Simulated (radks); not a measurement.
Ce+, 57 electrons, occupied as [Xe] 4f1.5 5d0.5 6s1 (fractional occupations, a model configuration). Method: scalar-relativistic Kohn-Sham, BLYP, spin-polarised, spherical densities, point nucleus; open shells are filled with parallel spins first (spin-orbit coupling, left out, can overturn this in heavy ions); computed with a radial shooting solver on a logarithmic mesh with Libxc functionals.

Local quantities along the radius. ELF = 1/(1 + alpha^2) is the electron localisation function; alpha = (tau - tau_W)/tau_unif compares the Pauli kinetic energy density with that of the uniform gas (summed over spins); -r V(r) is the screened charge that the Kohn-Sham potential of spin up presents (atomic units); s = |grad rho|/(2 (3 pi^2)^(1/3) rho^(4/3)) is the reduced gradient. tau is taken from the large components.

r (bohr)	ELF	alpha	-r V(r)	s
0.001589	0.999	0.02470	57.55	0.6627
0.002154	0.999	0.02644	57.37	0.5991
0.002919	0.999	0.02957	57.12	0.5582
0.003956	0.999	0.03496	56.79	0.5365
0.005361	0.998	0.04434	56.35	0.5325
0.007266	0.996	0.06151	55.76	0.5464
0.009926	0.991	0.09694	54.96	0.5807
0.01345	0.971	0.1742	53.94	0.6349
0.01823	0.883	0.3635	52.64	0.6998
0.02471	0.602	0.8127	50.99	0.7192
0.03349	0.338	1.401	48.92	0.5643
0.04539	0.411	1.197	46.42	0.3231
0.06151	0.678	0.6886	43.45	0.2995
0.08336	0.732	0.6051	39.92	0.4274
0.113	0.461	1.081	35.90	0.4992
0.1531	0.365	1.320	31.48	0.2730
0.2075	0.687	0.6754	26.90	0.2654
0.2812	0.709	0.6413	22.29	0.5322
0.3811	0.227	1.844	17.84	0.5878
0.5166	0.530	0.9407	13.79	0.1753
0.7001	0.744	0.5865	10.09	0.4402
0.9488	0.397	1.231	7.098	0.7033
1.296	0.377	1.285	4.923	0.4985
1.757	0.709	0.6401	3.477	0.6602
2.381	0.460	1.084	2.510	1.138
3.227	0.218	1.892	1.995	1.378
4.373	0.534	0.9347	1.720	1.653
5.926	0.638	0.7535	1.469	3.459
8.032	0.221	1.876	1.298	9.885
10.89	0.005	13.85	1.181	41.59

On this mesh the ELF has minima near r = 0.039, 0.13, 0.38, 1.1, 3.2 bohr, which separate the shells, and maxima near 0.072 (0.74), 0.24 (0.76), 0.70 (0.74), 1.8 (0.71), 5.1 (0.65).
